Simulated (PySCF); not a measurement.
SMILES C(C)[SiH2]B (C2H9BSi) at its GFN2-xTB optimised geometry (Å):

```
13

B      2.2461     0.7088    -1.5684
Si     1.6085    -0.2699     0.0000
C     -0.3131    -0.2699     0.0000
C     -0.9021     1.1351     0.0000
H      2.5124     1.8478    -1.5220
H      2.3468     0.1942    -2.6153
H      1.9912    -1.6943     0.0770
H      2.0011     0.2752     1.3159
H     -0.6786    -0.8114    -0.8746
H     -0.6787    -0.8104     0.8736
H     -0.6041     1.6807    -0.8944
H     -0.5582     1.6943     0.8678
H     -1.9912     1.1032     0.0294
```

Computed with B3LYP/def2-TZVP (PySCF). Cells within 0.4 Å of a nucleus heavier than hydrogen are left out (blank, or x).

Map of the LUMO amplitude (bohr^(-3/2)) on the plane z = 0.0 Å; orbital energy -2.71 eV, overall sign arbitrary:

```
|44444444443333333333333344444|
|44444444444333333333333344444|
|34444444444333333333333344444|
|34444444444433333333333344444|
|33444444444433333333333444444|
|33444444444443333333333444444|
|33344444444444333333333444444|
|33344444445544333222333444444|
|33334444455554333222334455555|
|3333444445xx54433222234555555|
|3333334444xxx4433222234566655|
|3333333333xx44443222235666665|
|33333333333345554321246677665|
|33333333332346765422356777665|
|333333333222xx98654xx67877665|
|333333332221xxx9765xxx7776665|
|333333333222xx99765xx46666655|
|33333333322236776543234555555|
|33333333333345555432223445554|
|33333333333334444332112344444|
|33333333333334444322101334444|
|33333333333333433322112233444|
|33333333333333333332222333344|
|33333333333333333333223333344|
|33333333333333333333333333334|
|33333333333333333333333333334|
|33333333333333333333333333333|
|33333333333333333333333333333|
|33333333333333333333333333333|
```
Scale: ten equal steps from -0.060 (start of '0') to 0.090 (end of '9'), in the order '0123456789'; x runs from -4.00 to 4.00, y from -4.00 (bottom) to 4.00 (top).
